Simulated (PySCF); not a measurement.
C6H7NS.
Numbering: `[CH3:1]/[N:2]=[CH:3]/[c:4]1[cH:5][cH:6][cH:7][s:8]1` (hydrogens: H9, H10, H11 on C1; H12 on C3; H13 on C5; H14 on C6; H15 on C7)

The same species was optimised twice, with GFN2-xTB and with PBE0-D3(BJ)/def2-SVP (PySCF), and the same property calculations (PySCF, gas phase) were run on both structures.

```
     coordinate  GFN2-xTB  PBE0-D3(BJ)/def2-SVP  change
      C3–C4 (Å)     1.434                 1.451  +0.017
      C5–C6 (Å)     1.406                 1.419  +0.013
      C6–C7 (Å)     1.362                 1.373  +0.011
      C4–C5 (Å)     1.372                 1.379  +0.007
      C1–N2 (Å)     1.424                 1.430  +0.006
      N2=C3 (Å)     1.263                 1.269  +0.006
      C4–S8 (Å)     1.735                 1.729  -0.006
      C7–S8 (Å)     1.716                 1.715  -0.001
   C1–N2–C3 (°)     120.4                 118.9    -1.5
   C4–S8–C7 (°)      90.9                  91.5    +0.6
   N2–C3–C4 (°)     121.9                 122.5    +0.6
   C3–C4–S8 (°)     121.3                 120.8    -0.5
   C3–C4–C5 (°)     127.5                 128.0    +0.5
   C5–C6–C7 (°)     112.3                 112.0    -0.3
   C6–C7–S8 (°)     112.6                 112.4    -0.2
   C4–C5–C6 (°)     113.0                 112.8    -0.2
N2–C3–C4–C5 (°)       179                   180      +1
```

Rotational constants: A = 4940, B = 1062, C = 878.6 MHz (GFN2-xTB) against A = 4941, B = 1047, C = 868.5 MHz (PBE0-D3(BJ)/def2-SVP). Point groups within 0.08 Å: Cs and Cs.

On the GFN2-xTB structure: lowest singlet, TDDFT (eV) 4.58 [wB97X-D/def2-SVPD]; lowest triplet, Tamm–Dancoff (eV) 3.07 [wB97X-D/def2-SVPD]; isotropic polarisability (au) 101.0 [wB97X-D/def2-SVPD]; HOMO (eV) -8.36 [wB97X-D/def2-SVPD]; LUMO (eV) 0.23 [wB97X-D/def2-SVPD]; dipole (D) 1.78 [wB97X-D/def2-SVPD]; HOMO (eV) -6.62 [PBE0/pcSseg-1]; LUMO (eV) -1.39 [PBE0/pcSseg-1]; dipole (D) 1.63 [PBE0/pcSseg-1]; GIAO shielding of C1 (ppm) 135.7 [PBE0/pcSseg-1]; GIAO shielding of N2 (ppm) -98.5 [PBE0/pcSseg-1]; GIAO shielding of C3 (ppm) 29.6 [PBE0/pcSseg-1]; GIAO shielding of C4 (ppm) 31.9 [PBE0/pcSseg-1]; GIAO shielding of C5 (ppm) 52.3 [PBE0/pcSseg-1]; GIAO shielding of C6 (ppm) 56.0 [PBE0/pcSseg-1]; GIAO shielding of C7 (ppm) 48.4 [PBE0/pcSseg-1]; GIAO shielding of S8 (ppm) 273.3 [PBE0/pcSseg-1].

**Question.** What do these properties become on the PBE0-D3(BJ)/def2-SVP structure?

**Answer.** 
| property | level | on GFN2-xTB | on PBE0-D3(BJ)/def2-SVP | change |
| --- | --- | --- | --- | --- |
| lowest singlet, TDDFT (eV) | wB97X-D/def2-SVPD | 4.58 | 4.62 | +0.04 |
| lowest triplet, Tamm–Dancoff (eV) | wB97X-D/def2-SVPD | 3.07 | 3.08 | +0.01 |
| isotropic polarisability (au) | wB97X-D/def2-SVPD | 101.0 | 102.2 | +1.2 |
| HOMO (eV) | wB97X-D/def2-SVPD | -8.36 | -8.39 | -0.03 |
| LUMO (eV) | wB97X-D/def2-SVPD | 0.23 | 0.20 | -0.03 |
| dipole (D) | wB97X-D/def2-SVPD | 1.78 | 1.80 | +0.02 |
| energy, GFN2-xTB geometry as zero (kcal/mol) | wB97X-D/def2-SVPD | 0.0 | -1.0 | -1.0 |
| HOMO (eV) | PBE0/pcSseg-1 | -6.62 | -6.65 | -0.03 |
| LUMO (eV) | PBE0/pcSseg-1 | -1.39 | -1.42 | -0.03 |
| dipole (D) | PBE0/pcSseg-1 | 1.63 | 1.66 | +0.03 |
| energy, GFN2-xTB geometry as zero (kcal/mol) | PBE0/pcSseg-1 | 0.0 | -0.4 | -0.4 |
| GIAO shielding of C1 (ppm) | PBE0/pcSseg-1 | 135.7 | 133.6 | -2.1 |
| GIAO shielding of N2 (ppm) | PBE0/pcSseg-1 | -98.5 | -98.8 | -0.3 |
| GIAO shielding of C3 (ppm) | PBE0/pcSseg-1 | 29.6 | 26.4 | -3.2 |
| GIAO shielding of C4 (ppm) | PBE0/pcSseg-1 | 31.9 | 32.5 | +0.6 |
| GIAO shielding of C5 (ppm) | PBE0/pcSseg-1 | 52.3 | 50.5 | -1.8 |
| GIAO shielding of C6 (ppm) | PBE0/pcSseg-1 | 56.0 | 53.1 | -2.9 |
| GIAO shielding of C7 (ppm) | PBE0/pcSseg-1 | 48.4 | 46.6 | -1.8 |
| GIAO shielding of S8 (ppm) | PBE0/pcSseg-1 | 273.3 | 272.2 | -1.1 |

The heavy atoms differ by 0.018 Å rms after alignment. Among bonds between heavy atoms C3–C4 changes most (+0.017 Å). Changes are differences of the printed values. Neither structure is proved a minimum here.

Shape of the structure used: `[CH3:1]/[N:2]=[CH:3]/[c:4]1[cH:5][cH:6][cH:7][s:8]1`: N2–C3–C4–C5 180°.

wB97X-D is run here without its empirical dispersion term; that term would change no orbital, density or response property at a fixed geometry.
